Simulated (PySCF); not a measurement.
# Bi²⁺: ionisation energy

Bi²⁺ [Xe] 4f14 5d10 6s2 6p1 (2P) → Bi³⁺ [Xe] 4f14 5d10 6s2 (1S), as a difference of total energies. Calculation: PySCF 2.14, in def2-QZVPP with one added diffuse shell each of s, p, d, f type with the def2 core potential (60 electrons) (8s7p5d5f1g, 98 functions); scalar relativity through the core potential. Correlated levels: valence: 5s2 5p6 5d10 frozen; valence and next inner shell: nothing frozen outside the core potential. The calculations carry no spin-orbit coupling.

```csv
method,ionisation energy (eV)
UHF,23.054
LDA,23.884
PBE,23.639
PBE0,23.666
r2SCAN,23.735
BHandHLYP,23.664
wB97X-V,23.545
PBEsol,23.668
LC-wPBE,23.773
MP2 (valence),23.281
SCS-MP2 (valence),23.273
MP2 (valence and next inner shell),23.551
SCS-MP2 (valence and next inner shell),23.457
```

Task: How much does correlation contribute at MP2 (valence and next inner shell)?

Result: 23.551 − (23.054) = 0.497 eV, measured against UHF.

The reference lies between the lowest fine-structure levels, while these numbers refer to the centres of the terms.

Errors of the correlated levels include the incompleteness of this basis and the frozen core.

For comparison: 25.571 eV (measured; NIST Atomic Spectra Database, ionization energies).
